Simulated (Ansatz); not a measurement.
Cu₃Cl₆⁺, relaxed as a singlet with RKS r2SCAN-D4/def2-SVP in Ansatz, starting from the GFN2-xTB geometry. Force threshold 0.02 eV/Å.

The restricted singlet is unstable towards broken spin symmetry at other levels; at r2SCAN-D4/def2-SVP this wasn't settled. In the singlet, Cl6 and Cl8 lie 2.09 Å apart (atoms count from 1), so these atoms are partly bonded to each other. Another isomer (singlet) lies 0.44 eV lower at PBE0-D4/def2-TZVP; other spin states weren't run for this one.

Start:

Cartesian coordinates in Å:
```
Cu 1.149 2.156 -0.306
Cu 0.002 -1.963 0.220
Cu -2.104 0.551 0.962
Cl 2.570 3.650 -0.528
Cl -3.570 1.923 1.419
Cl 1.563 -3.213 -0.727
Cl -1.738 -1.551 1.463
Cl 2.349 -2.086 -2.227
Cl -0.221 0.532 -0.277
```

```csv
step,energy (eV),largest force component (eV/Å),SCF passes
1,-209007.4336,0.739,96
2,-209007.5906,0.372,49
3,-209007.6427,0.175,46
4,-209007.6605,0.180,41
5 (rejected),-209007.6392,0.417,49
6,-209007.6728,0.033,46
7,-209007.6771,0.062,39
8,-209007.6826,0.171,39
9,-209007.6886,0.157,40
10,-209007.6981,0.159,48
11,-209007.7113,0.190,41
13,-209007.7472,0.112,41
15,-209007.7771,0.110,51
17,-209007.7850,0.105,51
19,-209007.8060,0.180,43
21,-209008.0450,0.457,67
23 (rejected),-209008.3150,1.899,45
25,-209008.4941,0.215,38
27,-209008.6344,0.293,37
29,-209008.6628,0.080,37
31,-209008.6840,0.071,37
33,-209008.7012,0.070,36
35,-209008.7063,0.063,30
37,-209008.7100,0.084,34
39,-209008.7113,0.024,29
40,-209008.7114,0.010,29
```

Force components are those of the run's own axes.

End:

Cartesian coordinates in Å:
```
Cu 0.1478 2.2538 -0.0479
Cu -0.2134 -2.0048 0.0888
Cu -1.5103 0.3533 0.7878
Cl 0.9288 4.1930 -0.1816
Cl -1.4452 2.4212 1.4948
Cl 1.5412 -3.3113 -0.3951
Cl -2.1390 -1.7373 1.0950
Cl 2.5575 -2.3165 -1.9209
Cl 0.1325 0.1485 -0.9208
```

Bonds formed: Cu1–Cl5 (atoms count from 1). Metal–metal contacts that move far: Cu1–Cu3 3.84 to 2.66 Å, Cu2–Cu3 3.36 to 2.78 Å. The end is the same structure that another start reached.

No frequencies were taken in this run, so the end may be a saddle point.

Hardware: 4 threads of Intel Xeon on a shared host. Wall time 5.1 min.
